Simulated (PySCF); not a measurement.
Assigning NMR signals

Cartesian coordinates in Å; atom numbers follow the order of the lines, from 1:
```xyz
17

C    -3.8145   -0.1389   -0.0529
C    -2.4157    0.1853    0.1099
C    -1.2492    0.4567    0.2475
Si    0.5372    0.8575    0.4525
C     1.6554   -0.5535    1.1046
C     2.5084   -0.5123   -0.1803
C     1.6700    0.4579   -1.0381
H    -4.4318    0.6480    0.3799
H    -4.0388   -1.0807    0.4475
H    -4.0540   -0.2348   -1.1118
H     0.6979    2.1754    1.0769
H     2.2262   -0.3674    2.0119
H     1.1484   -1.5080    1.2325
H     2.6337   -1.4914   -0.6421
H     3.5001   -0.1069    0.0183
H     2.2498    1.2731   -1.4651
H     1.1698   -0.0481   -1.8616
```

PySCF 2.14.0 with density-fitted response routines calculation with GFN2-xTB structure and shieldings: GIAO PBE0/pcSseg-1; rapidly exchanging positions averaged, one conformer, no solvent, non-relativistic Hamiltonian.

Chemical shifts δ = σref − σ; $^{13}$C (186.93 ppm), $^{1}$H (31.72 ppm) against TMS, all at this level.

**Question.** Assign these signals to the numbered atoms. $^{13}$C{$^{1}$H} NMR (computed): δ 115.8 (C), 86.0 (C), 20.3 (CH2), 16.5 (CH2), 6.1 (CH3).

**Answer.** 
115.8 → C2, alkyne carbon
86.0 → C3, alkyne carbon: the triple bond shields along its axis, which puts it between sp3 and sp2 carbons
20.3 → C6, sp3 CH2 in a ring: saturated and bonded to C and H only
16.5 → C5/C7, sp3 CH2 bonded to Si
6.1 → C1, propargylic methyl carbon: a saturated carbon with 1 carbon neighbour and no heteroatom attached

**Question.** Assign these signals to the numbered atoms. $^{1}$H NMR (600 MHz, computed): δ 5.17 (m, 1H), 2.24 (m, 1H), 2.19 (m, 1H), 2.11 (s, 3H), 1.72 (m, 2H), 1.52 (m, 2H).

**Answer.** 
| δ (ppm) | atoms | environment | reason |
| --- | --- | --- | --- |
| 5.17 | H11 | hydrogen on a silicon bonded to 3 C, in a 4-membered ring | – |
| 2.24 | H14 | hydrogen on an sp3 CH2 in a ring | – |
| 2.19 | H15 | hydrogen on an sp3 CH2 in a ring | – |
| 2.11 | H8/H9/H10 | hydrogen on a propargylic methyl carbon | – |
| 1.72 | H13/H17 | hydrogen on an sp3 CH2 bonded to Si | – |
| 1.52 | H12/H16 | hydrogen on an sp3 CH2 bonded to Si | – |

H14 and H15; H15 and H8/H9/H10 lie closer than the usual error of such a calculation, so a measured spectrum could show them in the other order.

Shifts are as computed. Against solution values, carbons near 30 ppm lie about +3 ppm off and those near 130 ppm about +5 ppm. Of 1211 compounds with measured shifts, 218 miss one by over three times the rms of a fit or turn the order of signals round; such compounds aren't used in these exercises. No couplings were computed; multiplicities are counted from neighbouring protons, with m where these are inequivalent, close in shift, in a saturated or five-membered ring or joined by F or P, and br s for small geminal =CH2 splittings.
